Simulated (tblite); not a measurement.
A tight-binding relaxation on `C[O+]1[AlH2-][O+]([AlH-]1[CH2]C#N)C`.

Computed with GFN2-xTB geometry optimisation, gas phase (tblite 0.8.0). Start geometry: from a force field or distance geometry. The command runs a driver script over a list of jobs; the input below is this job's line of settings and its coordinates in Å.

Command:
```bash
OMP_NUM_THREADS=1 python probes_run.py task.json out
```

Input:
```
{"job": {"kind": "relax", "xc": "GFN2-xTB", "basis": "xTB"}, "charge": 0, "multiplicity": 1}
C     -1.391700    -1.990800    -0.530800
O     -1.317400    -0.962100     0.378900
Al    -1.885300     0.675500    -0.138100
O     -0.145900     1.117100    -0.512100
C      0.257100     2.329100     0.057700
Al     0.335700    -0.247700     0.636500
C      1.880200    -1.220000    -0.126700
C      2.738800    -0.208000    -0.757300
N      3.416900     0.571300    -1.274700
H     -1.939600    -2.842100    -0.034100
H     -0.419800    -2.409900    -0.833300
H     -2.035300    -1.721600    -1.402600
H     -2.863800     0.699500    -1.397500
H     -2.431300     1.636400     1.019700
H      1.043600     2.213700     0.836000
H      0.716300     2.958600    -0.722300
H     -0.620500     2.819800     0.474600
H      0.607300     0.229200     2.130900
H      1.604200    -1.916100    -0.918700
H      2.445300    -1.721400     0.701300
```

Output:
```
step      E/eV     max force
  0    -747.11652    3.135
  1    -747.43706    1.612
  2    -747.51148    5.008
  3    -747.64968    1.826
  4    -747.70892    0.767
  5    -747.79523    0.609
  6    -747.86938    0.964
  7    -747.93257    0.802
  8    -748.01271    0.628
  9    -748.10366    0.625
... (260 lines left out)
270    -748.73978    0.015
271    -748.73981    0.014
272    -748.73983    0.012
273    -748.73986    0.011
274    -748.73989    0.015
275    -748.73992    0.016
276    -748.73996    0.022
277    -748.73998    0.021
278    -748.74001    0.017
279    -748.74004    0.009
```

«max force» is the largest atomic force in eV/Å.

Question: From which step on does the largest force stay under 0.1 eV/Å, and how much energy is left to gain from there?

Answer: From step 241 (0.050 eV/Å), 2.2 meV above the end.

Main results: energy lowered by 37.4 kcal/mol over 279 steps; largest atomic force 0.009 eV/Å at the end.

Question: Where do the atoms end?

Answer: 0.833 Å rms from the input after alignment:
```
atom  x, y, z in Å
C1    -1.7950   -2.2592   -0.0817
O2    -1.1960   -0.9736   -0.0349
Al3   -1.8576    0.6780   -0.4900
O4    -0.1681    1.2430   -0.0337
C5     0.4137    2.5443   -0.0028
Al6    0.4686   -0.3951    0.4652
C7     2.0233   -1.0464   -0.6577
C8     2.8103    0.0020   -0.1007
N9     3.3564    0.8865    0.3923
H10   -2.1909   -2.5228    0.8994
H11   -1.0537   -3.0034   -0.3778
H12   -2.6123   -2.2538   -0.8048
H13   -2.0439    0.7326   -2.0223
H14   -2.8910    1.1820    0.5352
H15    1.4314    2.4741    0.3850
H16    0.4357    2.9623   -1.0102
H17   -0.1805    3.1960    0.6381
H18    0.5542   -0.4514    1.9937
H19    2.0453   -0.9766   -1.7498
H20    2.4447   -2.0080   -0.3553
```

On one thread, Arm Neoverse N1 (aarch64), on a shared host, this took 4.9 s.
Labels such as C1 count atoms from 1, the log's own numbers from 0.
